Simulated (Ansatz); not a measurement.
Program: Ansatz 0.2.0.

A structure relaxed at PBE0-D4/def2-TZVP, charge 0, multiplicity 1:

Cartesian coordinates in Å:
```
C -1.990 1.137 0.067
O -0.578 1.139 0.305
Al 0.399 -0.597 0.538
C 2.216 0.139 0.756
C -0.016 -1.516 -1.161
H -2.211 0.812 -0.951
H -2.414 0.430 0.777
H -2.395 2.133 0.252
H -0.131 1.760 -0.278
H -0.412 -1.098 1.831
H 2.564 0.689 -0.127
H 2.941 -0.667 0.913
H 2.300 0.808 1.618
H -1.083 -1.727 -1.290
H 0.493 -2.485 -1.206
H 0.318 -0.955 -2.042
```

Problem. Give its formula and SMILES.

Solution. C3H11AlO, `C[OH+][AlH-]([CH3])[CH3]`.

Problem. Point group (tolerance 0.08 Å, 0.16 Å for H)?

Solution. C1.

Problem. Summarise the bond lengths by kind.

Solution. 1 × C–O 1.432 Å; 9 × C–H 1.088 to 1.097 Å; 1 × Al–O 2.006 Å; 1 × H–O 0.962 Å; 2 × Al–C 1.972 to 1.976 Å; 1 × Al–H 1.607 Å.
